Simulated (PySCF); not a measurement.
**Solvent effects on NMR parameters**

Molfile (atoms numbered from 1):
```
C6H13AlO3
     RDKit          3D

 23 23  0  0  0  0  0  0  0  0999 V2000
    2.9633    1.0465    0.8061 C   0  0  0  0  0  0  0  0  0  0  0  0
    2.2192   -0.1274    0.2611 C   0  0  0  0  0  0  0  0  0  0  0  0
    2.6803   -1.0522   -0.3430 O   0  0  0  0  0  0  0  0  0  0  0  0
    0.8878   -0.0163    0.5338 O   0  0  0  0  0  0  0  0  0  0  0  0
    0.0093   -0.8635   -0.1569 C   0  0  1  0  0  0  0  0  0  0  0  0
   -0.7649   -1.7561    0.7890 C   0  0  0  0  0  0  0  0  0  0  0  0
   -1.8515   -0.8147    1.2986 C   0  0  0  0  0  0  0  0  0  0  0  0
   -2.2068   -0.0303    0.0488 C   0  0  0  0  0  0  0  0  0  0  0  0
   -0.9909   -0.0338   -0.7390 O   0  0  0  0  0  0  0  0  0  0  0  0
   -0.5437    1.5299   -1.9019 Al  0  0  0  0  0  4  0  0  0  0  0  0
    2.6186    1.2901    1.8199 H   0  0  0  0  0  0  0  0  0  0  0  0
    2.7447    1.9143    0.1645 H   0  0  0  0  0  0  0  0  0  0  0  0
    4.0392    0.8413    0.7950 H   0  0  0  0  0  0  0  0  0  0  0  0
    0.5540   -1.3789   -0.9584 H   0  0  0  0  0  0  0  0  0  0  0  0
   -1.1978   -2.5948    0.2221 H   0  0  0  0  0  0  0  0  0  0  0  0
   -0.1133   -2.1648    1.5717 H   0  0  0  0  0  0  0  0  0  0  0  0
   -2.7197   -1.3364    1.7229 H   0  0  0  0  0  0  0  0  0  0  0  0
   -1.4389   -0.1445    2.0670 H   0  0  0  0  0  0  0  0  0  0  0  0
   -2.4863    1.0161    0.2352 H   0  0  0  0  0  0  0  0  0  0  0  0
   -2.9885   -0.5137   -0.5564 H   0  0  0  0  0  0  0  0  0  0  0  0
   -0.6515    2.7246   -0.8311 H   0  0  0  0  0  0  0  0  0  0  0  0
   -1.7437    1.4171   -2.9588 H   0  0  0  0  0  0  0  0  0  0  0  0
    0.9282    1.0686   -2.3446 H   0  0  0  0  0  0  0  0  0  0  0  0
  1  2  1  0
  2  3  2  0
  2  4  1  0
  4  5  1  0
  5  6  1  0
  6  7  1  0
  7  8  1  0
  8  9  1  0
  9 10  1  0
  9  5  1  0
  1 11  1  0
  1 12  1  0
  1 13  1  0
  5 14  1  6
  6 15  1  0
  6 16  1  0
  7 17  1  0
  7 18  1  0
  8 19  1  0
  8 20  1  0
 10 21  1  0
 10 22  1  0
 10 23  1  0
M  CHG  2   9   1  10  -1
M  END
```

GIAO PBE0/pcSseg-1 in PySCF 2.14.0 with density-fitted response routines on one PBE0-D3(BJ)/def2-SVP conformer, non-relativistic, equivalent nuclei averaged. Solvents enter as an IEF-PCM continuum (benzene with ε = 2.3, water with ε = 78.4) around the gas-phase geometry. Shifts are referred to TMS, AlH4- computed in the same medium.

Gas phase, δ in ppm: C2 172.5, C5 98.7, C8 74.1, C6 34.5, C7 25.3, C1 22.0, Al10 77.1, H14 6.56, H19 4.45, H21/H22/H23 4.08, H20 3.89, H18 2.20, H11/H12/H13 2.14, H16 1.90. Dipole moment 5.76 D.

**Question.** How does each δ change in the continuum?

**Answer.** 
```
      atoms                                  environment  Δδ, benzene  Δδ, water
         C2                        ester carbonyl carbon         +2.2       +4.9
         C5                         sp3 CH bonded to 2 O         +1.0       +2.2
         C8                          sp3 CH2 bonded to O         +0.8       +1.9
         C6                            sp3 CH2 in a ring         +0.2       +0.6
         C7                            sp3 CH2 in a ring         +0.5       +1.2
         C1                methyl carbon α to a carbonyl         +0.6       +1.5
       Al10                   aluminium bonded to O, 3 H        -10.6      -19.7
        H14          hydrogen on an sp3 CH bonded to 2 O        -0.01      -0.04
        H19           hydrogen on an sp3 CH2 bonded to O        +0.04      +0.06
H21/H22/H23         hydrogen on an aluminium bonded to O        -0.20      -0.43
        H20           hydrogen on an sp3 CH2 bonded to O        +0.11      +0.23
        H18             hydrogen on an sp3 CH2 in a ring        +0.04      +0.06
H11/H12/H13  hydrogen on a methyl carbon α to a carbonyl        +0.07      +0.14
        H16             hydrogen on an sp3 CH2 in a ring        +0.09      +0.19
```

Changes are relative to the gas phase. The dipole moment becomes 6.32 D in benzene, 7.00 D in water.

**Question.** Which of the listed nuclei move most (in ppm), and what does the model miss? (N and O are left out, as their reference compounds move with the solvent too.)

**Answer.** Al10 (aluminium bonded to O, 3 H, -19.7 ppm) in water. A continuum only polarises the solute; specific hydrogen bonds, the anisotropy of aromatic solvents and changes of geometry or conformer are outside it.
